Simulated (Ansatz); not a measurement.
`C=[C](N)[GeH3]` + CH₄ → `C=[C](C)[GeH3]` + NH₃ at 298.15 K and 1 bar (formal exchange of groups at a C–N bond).

Isolated molecules relaxed with PBE0-D4/def2-TZVP in Ansatz; ΔE leaves out vibrations. CCSD(T)/CBS adds triple-zeta CCSD(T) − MP2 to the extrapolated MP2 energy (def2 sets, frozen cores). This one scheme is used for every species. For Ge outer-core shells are correlated without core-valence functions, which leaves a few kJ/mol of doubt a bond. Scalar relativity is left out up to krypton. Each species was taken in one conformer, which may not be the lowest.

```json
{"species": "`C=[C](N)[GeH3]`", "CCSD(T)/CBS energy (Eh)": "-2211.09600", "H − E (kJ/mol)": "235.5", "S (J/(mol·K))": "327.8"}
{"species": "CH₄", "CCSD(T)/CBS energy (Eh)": "-40.46206", "H − E (kJ/mol)": "127.4", "S (J/(mol·K))": "186.2"}
{"species": "`C=[C](C)[GeH3]`", "CCSD(T)/CBS energy (Eh)": "-2195.05367", "H − E (kJ/mol)": "264.3", "S (J/(mol·K))": "331.3"}
{"species": "NH₃", "CCSD(T)/CBS energy (Eh)": "-56.50880", "H − E (kJ/mol)": "100.5", "S (J/(mol·K))": "192.4"}
```

H − E and S are ideal-gas, rigid-rotor, harmonic terms from PBE0-D4/def2-TZVP, for one conformer and one mirror image of each species. 1 Eh = 2625.50 kJ/mol, R = 8.31446 J/(mol·K).

Q: By hand: ΔE, ΔH, ΔS and ΔG.

A: ΔE = (-2195.05367) + (-56.50880) − (-2211.09600) − (-40.46206) = -0.00441 Eh = -11.6 kJ/mol. Δ(H − E) = 264.3 + 100.5 − 235.5 − 127.4 = 1.9, so ΔH = -9.7 kJ/mol. ΔS = 331.3 + 192.4 − 327.8 − 186.2 = 9.7 J/(mol·K). ΔG = -9.7 − 298.15 × (9.7)/1000 = -12.6 kJ/mol.

Q: By hand: the equilibrium constant, and the temperature at which ΔG would vanish if ΔH and ΔS stayed fixed.

A: log₁₀ K = −ΔG/(RT ln 10) = 2.2. ΔH and −TΔS have one sign here, so there is no such temperature.

The number of gas molecules stays the same, so ΔS is small and ΔH decides. A doubt of 5 kJ/mol in ΔE shifts log₁₀ K by 0.9 here. Other conformers and mirror images would add mixing entropy, several J/(mol·K) or more a flexible species. These are equilibria of isolated gas molecules and say nothing of rates. Largest T1 diagnostic: 0.012 (customary marks: 0.02 for closed shells, 0.045 for open ones).

ΔS is within the doubt of such terms, so its sign, and with it that verdict, could turn.
